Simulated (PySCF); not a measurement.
C6H4N2OSe, SMILES c1c[se]c(-c2nnco2)c1.

Geometry optimised at B3LYP-D3(BJ)/def2-SVP. This is a generated structure with no PubChem entry under its InChIKey; it may be hypothetical. The values are those of a single conformer.

These are HF/def2-SVP (PySCF) values and carry that method's errors.

The molecule is in vacuum.

```json
{
 "total_energy": "-2812.45546 hartree",
 "point_group": "Cs",
 "highest_occupied_level": "-8.81 eV",
 "lowest_empty_level": "1.53 eV",
 "orbital_gap": "10.34 eV",
 "dipole_moment": "3.58 D",
 "quadrupole, principal values (traceless, Buckingham form, about the centre of nuclear charge)": "-16.73, -5.46, 22.19 D·Å",
 "mean_static_polarisability": "93.1 bohr³ (13.80 Å³)",
 "polarisability_principal_values": "45.8, 99.0, 134.5 bohr³"
}
```
